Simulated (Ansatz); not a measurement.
A set of 12 reactions (bond dissociation), with CCSD(T)/CBS values in kJ/mol:

| reaction | ΔE |
| --- | --- |
| `COB(N)F` → `N[B]F`• + `C[O]`• | 592.5 |
| `[F][AlH][F]` → `[F][AlH]`• + F• | 679.7 |
| `NB(F)Br` → `N[B]F`• + Br• | 468.9 |
| `[OH][Al]([F])[Br]` → `[F][Al][Br]`• + `[OH]`• | 551.2 |
| `N[Si](F)(Cl)Cl` → Cl• + `N[Si](F)Cl`• | 493.4 |
| `[F][SnH]([SiH3])[Cl]` → Cl• + `[F][SnH][SiH3]`• | 402.6 |
| `C[N]([SiH2]Cl)[GeH2][Cl]` → `[Cl][GeH2]`• + `C[N][SiH2]Cl`• | 411.6 |
| `[OH][InH][Br]` → Br• + `[OH][InH]`• | 373.6 |
| `FC(F)(F)[O][GeH3]` → `F[C](F)F`• + `[O][GeH3]`• | 509.1 |
| `C[SiH2]N(C)C` → `C[N]C`• + `C[SiH2]`• | 408.8 |
| `N[Si](F)(F)[SiH3]` → F• + `N[Si](F)[SiH3]`• | 680.8 |
| `[SiH3][SiH3]` → H• + `[SiH2][SiH3]`• | 393.6 |

Program: Ansatz. Geometries: PBE0-D4/def2-TZVP. ΔE: electronic, gas phase. CCSD(T)/CBS is the MP2 limit (def2-TZVPP, def2-QZVPP) plus CCSD(T) − MP2 in def2-TZVPP, frozen cores. Small cases extrapolate CCSD(T) itself. DFT in def2-TZVPP. B3LYP here is the variant with VWN-RPA as its local correlation; programs differ in this. Open shells (•) are unrestricted, without spin–orbit coupling. Spin–orbit coupling would lower the free atoms: a little for Cl, F; clearly for Br. Elements past krypton have def2 core potentials. For Br, Ge, In, Sn outer-core shells are correlated without core-valence functions, so the limit isn't a true one: a few kJ/mol of doubt a bond, and 10 to 20 or more in all where bonds break to atoms. Scalar relativity is left out up to krypton. Each species was taken in one conformer, which may not be the lowest.

(1) Give the mean, mean absolute and largest difference (level minus CCSD(T)/CBS, kJ/mol) for: PBE-D4, r2SCAN-D4, B3LYP-D4, ωB97X-V, ωB97M-V, PBE0, B3LYP, HF/def2-TZVPP, MP2/def2-TZVPP, SCS-MP2/def2-TZVPP, CCSD(T)/def2-TZVPP, MP2/def2-QZVPP, SCS-MP2/def2-QZVPP, HF/CBS(def2). (Estimate.)

The largest T1 diagnostic in the set is 0.021, for `[OH][InH]`• (customary mark 0.045).

CCSD(T)/CBS is a level of theory with its own doubt, and the functionals carry their triple-zeta basis error, so these figures describe this set and don't rank the functionals.

## Answers

(1) Computed: 
```csv
level,mean,mean absolute,largest
PBE-D4,-26.0,26.0,-42.9
r2SCAN-D4,-29.6,29.6,-50.5
B3LYP-D4,-30.0,30.0,-43.6
ωB97X-V,-10.1,10.1,-18.8
ωB97M-V,-7.6,8.5,-23.5
PBE0,-31.8,31.8,-49.2
B3LYP,-40.1,40.1,-69.1
HF/def2-TZVPP,-135.2,135.2,-177.2
MP2/def2-TZVPP,9.6,13.0,24.7
SCS-MP2/def2-TZVPP,-0.7,7.5,-14.5
CCSD(T)/def2-TZVPP,-15.1,15.1,-21.5
MP2/def2-QZVPP,18.4,20.5,30.2
SCS-MP2/def2-QZVPP,8.6,9.2,18.1
HF/CBS(def2),-135.1,135.1,-173.9
```
